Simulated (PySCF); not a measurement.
Precursor series Ta F-OH. Gas-phase values, no solvent. One relaxed conformer stands for each flexible species; it need not be the lowest.

Computed with PBE-D3(BJ)/def2-TZVP // r2SCAN-D4/def2-SVP (PySCF 2.14.0). 

| species | charge on the central atom (Mulliken) (e) | mean distance from the central atom to its bonded neighbours (Å) |
|---|---|---|
| 2 of 5 F replaced by OH | 1.47 | 1.890 |
| 3 of 5 F replaced by OH | 1.42 | 1.904 |
| 4 of 5 F replaced by OH | 1.38 | 1.917 |
| 5 of 5 F replaced by OH | 1.32 | 1.930 |
